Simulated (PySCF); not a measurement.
Simulated outer-valence photoelectron spectrum of `FC(F)C[SiH3]`. Computed with EOM-IP-CCSD/aug-cc-pVDZ in PySCF, restricted Hartree–Fock reference, 9 core orbitals frozen, non-relativistic, gas phase, PBE0-D3(BJ)/def2-SVP geometry.

Each root has a Gaussian of 0.8 eV full width with its one-hole share as area; cross sections and vibrations are left out, and the highest printed point is 100.

(ionisation energy (eV), intensity): (10.7, 0), (10.8, 0), (10.9, 1), (11.0, 2), (11.1, 4), (11.2, 7), (11.3, 12), (11.4, 19), (11.5, 28), (11.6, 38), (11.7, 50), (11.8, 61), (11.9, 72), (12.0, 82), (12.1, 91), (12.2, 97), (12.3, 100), (12.4, 100), (12.5, 97), (12.6, 91), (12.7, 83), (12.8, 73), (12.9, 63), (13.0, 53), (13.1, 42), (13.2, 32), (13.3, 23), (13.4, 17), (13.5, 13), (13.6, 13), (13.7, 16), (13.8, 21), (13.9, 29), (14.0, 39), (14.1, 49), (14.2, 58), (14.3, 66), (14.4, 71), (14.5, 75), (14.6, 78), (14.7, 80), (14.8, 82), (14.9, 84), (15.0, 85), (15.1, 85), (15.2, 83), (15.3, 77), (15.4, 69), (15.5, 58), (15.6, 45), (15.7, 33), (15.8, 22), (15.9, 14), (16.0, 8), (16.1, 4), (16.2, 2), (16.3, 1), (16.4, 0), (16.5, 0)

Problem. Where are the maxima, and how many lines lie under the curve?

Solution. 2 maxima, at 12.4 and 15.1 eV, from 8 lines. At this width some lines have no maximum of their own.

Problem. List the lines with their holes.

Solution. 
```
E (eV)  leading hole (HF orbital)  area  Koopmans (eV)
 11.84                       HOMO  0.95          12.84
 12.28                     HOMO-2  0.95          13.13
 12.44                     HOMO-1  0.95          13.08
 12.91                     HOMO-3  0.95          14.19
 14.23                     HOMO-4  0.95          15.57
 14.64                     HOMO-6  0.95          17.15
 15.09                     HOMO-5  0.95          16.94
 15.37                     HOMO-7  0.94          18.11
```

The widest gap, 1.32 eV, lies between 12.91 and 14.23 eV. Only orbitals with −ε under 21 eV, eight at most, were ionised, so the high end of the curve may lack lines.

The values belong to the conformer `[F:1][CH:2]([F:3])[CH2:4][SiH3:5]`: F1–C2–C4–Si5 -54°.
